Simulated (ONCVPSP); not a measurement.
S (Z = 16), ONCV: configuration errors across variants

ONCVPSP 4.0.1 input, shortened (lines: element, Z, core and valence counts, functional; n l f; lmax; l rc ep ncon nbas qcut; lloc lpopt rc5 dvloc0; l nproj debl; icmod fcfact rcfact), LDA (Perdew-Wang 92), scalar-relativistic:

```
  S 16.00    3    2  -001012      upf
    1    0    2.00
    2    0    2.00
    2    1    6.00
    3    0    2.00
    3    1    2.50
    2
    0    1.45    0.00    4    7    5.60
    1    1.10    0.00    3    7    6.90
    2    1.55    0.29    3    7    7.20
    4    2    1.10    0.00
    0    2    2.10
    1    2    3.20
    2    3    2.90
    3    3.75    1.65
```

In the d channel the program set the typed energies aside and used 0.050, 2.950, 5.850 Ha.

All-electron excitation energies from the reference (eV): (1) 3s2 3p4 -21.643; (2) 3s2 3p3 -9.785; (3) 3s2 3p2 12.585; (4) 3s2 3p3.5 -16.937.

A true bound ghost makes a file unfit for plane-wave use even where its test errors are small: the radial tests pick states by their node count and pass the ghost by.

Errors AE − PS in meV (a dash: test not solved or not reliable):

```tsv
change	(1)	(2)	(3)	(4)	bound ghosts	GHOST(+) flags above zero
base	+2.6	+1.7	-3.3	+2.5	none	p
s: rc 1.88	+4.4	+2.1	-2.8	+3.5	none	s, p
core correction Teter function, fcfact 3.75, rcfact 1.12	+13	+3.9	+0.2	+8.9	none	p
s: qcut 6.7; p: qcut 8.3; d: qcut 8.6	-4.1	+0.4	-3.7	-1.3	p	none
s: ncon 5, nbas 8	+2.6	+1.7	-3.3	+2.5	none	s, p
core correction Teter function fitted to the true core (icmod 2), fcfact 0.6	+12	+3.4	-0.6	+7.8	none	p
```

Problem. Give the same row for: s: qcut 4.6.

Solution. +3.0, +1.8, -3.2, +2.7; bound ghosts: none; GHOST(+) flags above zero: p.
